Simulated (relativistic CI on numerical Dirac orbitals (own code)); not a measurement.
## Cu²⁺ (3d9) in a crystal field

Calculated by Dirac-Coulomb-Breit CI, KLI orbitals optimised for each configuration, a model potential for QED, valence Slater integrals scaled by 0.75, one configuration in a parametric crystal field (own radial code).

Field parameters in Wybourne normalisation: Oh B⁴₀ = 21Dq, B⁴₄ = √(5/14) B⁴₀. The field is a parameter set, without covalency.

S is read from ⟨S²⟩ = S(S + 1).

Powder χT (cm³ K mol⁻¹) by Van Vleck's formula, with temperature-independent terms:

| Field | 2 K | 5 K | 10 K | 20 K | 50 K | 100 K | 200 K | 300 K |
| --- | --- | --- | --- | --- | --- | --- | --- | --- |
| Oh, 10Dq = 3250 cm⁻¹ | 0.715 | 0.716 | 0.718 | 0.721 | 0.73 | 0.745 | 0.775 | 0.805 |
| Oh, 10Dq = 5850 cm⁻¹ | 0.581 | 0.582 | 0.583 | 0.584 | 0.59 | 0.598 | 0.615 | 0.633 |
| Oh, 10Dq = 8450 cm⁻¹ | 0.52 | 0.521 | 0.521 | 0.523 | 0.526 | 0.532 | 0.544 | 0.556 |
| Oh, 10Dq = 11050 cm⁻¹ | 0.487 | 0.487 | 0.487 | 0.488 | 0.491 | 0.496 | 0.505 | 0.514 |
| Oh, 10Dq = 13650 cm⁻¹ | 0.465 | 0.466 | 0.466 | 0.467 | 0.469 | 0.473 | 0.48 | 0.488 |
| Oh, 10Dq = 16250 cm⁻¹ | 0.451 | 0.451 | 0.452 | 0.452 | 0.454 | 0.457 | 0.464 | 0.47 |
| Oh, 10Dq = 18850 cm⁻¹ | 0.441 | 0.441 | 0.441 | 0.442 | 0.443 | 0.446 | 0.451 | 0.457 |
| Oh, 10Dq = 21450 cm⁻¹ | 0.433 | 0.433 | 0.433 | 0.434 | 0.435 | 0.437 | 0.442 | 0.447 |

(1) For Oh, 10Dq = 8450 cm⁻¹: what effective moment follows at 300 K?

Results:

(1) μ_eff = √(8χT) = 2.11 μB. The ground level has S = 0.50; the spin-only moment for S = 1/2 is 1.73 μB. The difference comes from the orbital moment, spin-orbit mixing of terms and temperature-independent paramagnetism, all larger in this ionic model than in covalent complexes.
